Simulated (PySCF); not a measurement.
# Pt: excitation energy

Pt [Xe] 4f14 5d9 6s1 (3D) → Pt [Xe] 4f14 5d10 (1S), as a difference of total energies. Calculation: PySCF 2.14, in aug-cc-pwCVDZ-PP with ECP60MDF; scalar relativity through the core potential. Correlated levels: valence: 5s2 5p6 frozen. The calculations carry no spin-orbit coupling.

```json
{"method": "UHF", "excitation energy (cm⁻¹)": "8229.3"}
{"method": "MP2 (valence)", "excitation energy (cm⁻¹)": "2256.7"}
{"method": "SCS-MP2 (valence)", "excitation energy (cm⁻¹)": "2012.9"}
{"method": "CCSD (valence)", "excitation energy (cm⁻¹)": "4270.8"}
{"method": "CCSD(T) (valence)", "excitation energy (cm⁻¹)": "3486.5"}
```

Errors of the correlated levels include the incompleteness of this basis and the frozen core.

Q: Which method comes closest to the reference value, and which is furthest?

A: The reference is 1924.7 cm⁻¹ (measured; NIST levels, between the centres of gravity of the two terms). Closest: SCS-MP2 (valence) (error 88.185 cm⁻¹); furthest: UHF (error 6304.6 cm⁻¹).
